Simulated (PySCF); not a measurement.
## `InChI=1S/C2H10OSi2/c1-5(2)3-4/h5H,1-2,4H3`

Geometry:
| atom | x (Å) | y (Å) | z (Å) |
| --- | --- | --- | --- |
| C1 | -1.694 | -1.039 | -0.433 |
| Si2 | -0.611 | 0.120 | 0.612 |
| C3 | -0.673 | 1.890 | -0.073 |
| O4 | 0.928 | -0.412 | 0.581 |
| Si5 | 2.406 | -0.806 | 0.060 |
| H6 | -2.744 | -0.779 | -0.348 |
| H7 | -1.429 | -0.997 | -1.487 |
| H8 | -1.584 | -2.070 | -0.112 |
| H9 | -0.954 | 0.059 | 2.037 |
| H10 | -1.682 | 2.291 | -0.049 |
| H11 | -0.040 | 2.557 | 0.506 |
| H12 | -0.328 | 1.927 | -1.103 |
| H13 | 2.269 | -1.879 | -0.926 |
| H14 | 3.007 | 0.384 | -0.544 |
| H15 | 3.123 | -1.240 | 1.256 |

Method used: GIAO B3LYP/pcSseg-1 magnetisability, rotational g tensor and spin-rotation constants, non-relativistic, gas phase (PySCF). Geometry: GFN2-xTB.

(1) What are the magnetisability and the molar susceptibility?

(2) Split it along the inertial axes a, b, c into diamagnetic and paramagnetic parts about the centre of mass, with the quadrupole moment.

(3) And the rotational g tensor?

## Answers

(1) Isotropic -1094 × 10⁻³⁰ J/T², or -65.9 × 10⁻⁶ cm³/mol; principal values -1212, -1038, -1031 × 10⁻³⁰ J/T², anisotropy 178 × 10⁻³⁰ J/T² (root of half the summed squared differences of the principal values). The susceptibility is in cgs units.

(2) 
```csv
axis,χ (10⁻⁶ cm³/mol),diamagnetic (10⁻⁶ cm³/mol),paramagnetic (10⁻⁶ cm³/mol),summed x² of all electrons (Å²),quadrupole Θ (D Å)
a,-72.2,-393.1,320.9,167.3,+3.22
b,-62.5,-828.6,766.0,64.7,-0.80
c,-62.8,-984.5,921.6,28.0,-2.42
```
Anisotropies 2χaa − χbb − χcc = -19.1 and 2χbb − χaa − χcc = +10.0 × 10⁻⁶ cm³/mol. Θ is traceless in Buckingham's convention.

(3) 
```tsv
axis	rotational constant (GHz)	g	nuclear part	electronic part
a	4.6802	-0.0334	0.6721	-0.7056
b	1.7048	-0.0181	0.5955	-0.6135
c	1.4180	-0.0142	0.5998	-0.6139
```
Asymmetric top; isotopes 12C, 1H, 16O, 28Si; no vibrational averaging.
